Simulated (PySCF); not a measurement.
C3H4BrF, SMILES C/C(F)=C\Br.

Geometry: B3LYP-D3(BJ)/def2-SVP.

All values below come from B3LYP-D3(BJ)/def2-SVP (PySCF).

Frequencies are harmonic and unscaled.

| mode | ν (cm⁻¹) | IR (km/mol) | Raman (Å⁴/amu) | depolarisation | moving atoms (share of kinetic energy) |
|---|---|---|---|---|---|
| 1 | 144 | 0.2 | 0.2 | 0.75 | H 94 % |
| 2 | 195 | 1.2 | 2.6 | 0.52 | C 60 %, Br 21 %, H 18 % |
| 3 | 234 | 0.7 | 0.8 | 0.75 | C 58 %, F 25 %, H 13 % |
| 4 | 364 | 2.4 | 3.0 | 0.36 | F 53 %, Br 24 %, C 21 % |
| 5 | 441 | 2.9 | 0.4 | 0.15 | C 39 %, F 33 %, H 26 % |
| 6 | 465 | 2.7 | 3.8 | 0.75 | C 58 %, H 38 % |
| 7 | 746 | 17.3 | 7.4 | 0.32 | C 80 %, H 13 % |
| 8 | 804 | 43.6 | 4.0 | 0.75 | H 71 %, C 28 % |
| 9 | 904 | 50.8 | 2.4 | 0.15 | C 52 %, H 24 %, F 22 % |
| 10 | 1016 | 8.9 | 6.1 | 0.65 | H 62 %, C 32 % |
| 11 | 1053 | 1.0 | 1.5 | 0.75 | H 63 %, C 37 % |
| 12 | 1171 | 120.0 | 2.4 | 0.71 | H 59 %, C 31 %, F 10 % |
| 13 | 1305 | 23.3 | 3.1 | 0.56 | C 50 %, H 44 % |
| 14 | 1408 | 28.7 | 8.4 | 0.42 | H 61 %, C 38 % |
| 15 | 1444 | 4.9 | 41.3 | 0.57 | H 95 % |
| 16 | 1448 | 7.3 | 12.1 | 0.75 | H 96 % |
| 17 | 1738 | 51.2 | 36.8 | 0.19 | C 95 % |
| 18 | 3036 | 10.5 | 210.6 | 0.07 | H 97 % |
| 19 | 3103 | 5.6 | 118.1 | 0.75 | H 91 %, C 9 % |
| 20 | 3170 | 1.5 | 35.0 | 0.75 | H 91 %, C 9 % |
| 21 | 3232 | 10.5 | 96.8 | 0.29 | H 91 %, C 9 % |
